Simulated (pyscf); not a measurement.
# H₃C–CH₂–O–Sb(OH)–OH (SMILES CC[O][Sb]([OH])[OH]), singlet

Gas-phase minimum from PySCF at ωB97X-D3(BJ)/def2-SVP, one conformer. 

```
O
C 1 1.4147
H 2 1.1042 1 107.36
H 2 1.1106 3 106.20 1 119.17
C 2 1.5231 3 110.30 4 118.83
H 5 1.1008 2 110.42 3 -178.44
H 5 1.1015 6 108.18 2 120.27
H 5 1.1021 6 108.84 7 117.60
Sb 1 1.9826 2 121.06 3 152.49
O 9 1.9655 1 88.08 2 170.24
H 10 0.9694 9 108.01 1 -8.08
O 9 1.9769 10 98.74 11 89.50
H 12 0.9677 9 112.25 10 -35.77
```
Charge 0, spin multiplicity 1.

Properties at ωB97X-D3(BJ)/def2-SVP:

```
Property                                                                                                                                                                                                                                                                                                Value
---------------------------------------------------------------------------------------------------------------------  --------------------------------------------------------------------------------------------------------------------------------------------------------------------------------------
Harmonic wavenumbers, unscaled                                                                                         45, 99, 128, 148, 217, 238, 288, 333, 364, 444, 571, 632, 657, 817, 841, 895, 933, 1112, 1159, 1194, 1319, 1386, 1429, 1468, 1491, 1511, 3001, 3066, 3094, 3163, 3174, 3839, 3865 cm⁻¹
Zero-point energy                                                                                                                                                                                                                                                                               61.4 kcal/mol
Rotational symmetry number                                                                                                                                                                                                                                                                                  1
Entropy of this conformer at 298 K and 1 atm, rigid rotor and harmonic oscillator, modes under 100 cm⁻¹ raised to 100                                                                                                                                                                         390.6 J/(mol K)
Dipole moment                                                                                                                                                                                                                                                                                          1.64 D
```

Single-point totals, which compare only within one level:

```csv
level,total energy (hartree)
ωB97X-D3(BJ)/def2-TZVP,-546.69895
PBE/def2-TZVP,-546.18972
r²SCAN/def2-TZVP,-546.47441
B3LYP-D3(BJ)/def2-TZVP,-546.64312
PBE0-D3(BJ)/def2-TZVP,-546.21165
M06-2X/def2-TZVP,-546.33388
ωB97M-D3(BJ)/def2-TZVP,-546.65671
```

The lowest mode is so soft that the shape along it may change with the basis. Soft torsions are taken as harmonic, which can shift the entropy by several J/(mol K). Elements past Kr carry the def2 core potentials, without spin-orbit coupling.
